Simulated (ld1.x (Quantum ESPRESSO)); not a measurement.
# S (Z = 16): TM pseudisation with PBE, non-relativistic reference atom.

```
Element                 : S
Generator               : ld1.x (Quantum ESPRESSO) 7.5
Type                    : norm-conserving Troullier–Martins (Kleinman–Bylander form)
Functional              : PBE
Relativity              : non-relativistic
Frozen core             : [Ne]
Valence charge          : 6
Reference configuration : 3s2 3p4
Partial waves           : 3s (bound): rc 1.25 bohr; 3d channel at -0.1 Ry: rc 1.70 bohr; 3p (bound): rc 1.65 bohr
Local potential         : the p channel
Core correction         : none
```

Poles of the logarithmic derivatives, all-electron (AE) and pseudo (PS). s: poles at 1.2 (AE) and 1.1 (PS) Ry. p: poles at 2.3 (AE) and 2.3 (PS) Ry. d: poles at 3.5 (AE) and 3.6 (PS) Ry. Test radius 1.86 bohr.

* Cutoffs needed: 40 Ry and 70 Ry (the cutoffs (Ry, on a coarse ladder) from which the occupation-weighted sum of valence levels, in a spherical-Bessel basis at the reference potential, stays within 10 and 1 mRy of its value at 400 Ry)
* Ghost test: no extra level below or beside the all-electron valence levels (s, d, p, f tested) (spherical-Bessel basis up to 400 Ry, 20 bohr box)
* Largest excitation error: +189 meV (all-electron minus pseudo) for 3s2 3p0, out of 7 test configurations
